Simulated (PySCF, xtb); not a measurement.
B(H)(OMe)(PH2) (CH6BOP), SMILES PBOC.

Geometry: B3LYP-D3(BJ)/def2-SVP. The values are those of a single conformer.

Computed with IEF-PCM-M06-2X/def2-SVP (PySCF).

The values are the electrostatic part of the solvation free energy, E(continuum) − E(gas) at the gas-phase geometry, in a cavity of scaled van der Waals radii (PySCF's table); cavitation and dispersion terms are not included. In vacuum the orbital gap is 8.78 eV. The dipole moment in vacuum is 1.81 D.

Estimate the values in water (ε = 78.36), ethanol (ε = 24.85), diethylether (ε = 4.24). (Estimate from the structure and the level; the computed values follow.)


```json
[
 {"solvent": "water", "ε": "78.36", "ΔG(elec) (kcal/mol)": "-3.1", "dipole (D)": "2.31", "gap (eV)": "8.84"},
 {"solvent": "ethanol", "ε": "24.85", "ΔG(elec) (kcal/mol)": "-3.0", "dipole (D)": "2.28", "gap (eV)": "8.84"},
 {"solvent": "diethylether", "ε": "4.24", "ΔG(elec) (kcal/mol)": "-2.1", "dipole (D)": "2.13", "gap (eV)": "8.82"}
]
```

For comparison, GFN2-xTB/ALPB(water) (xtb, at the GFN2-xTB geometry, all terms of that model) gives -1.3 kcal/mol.
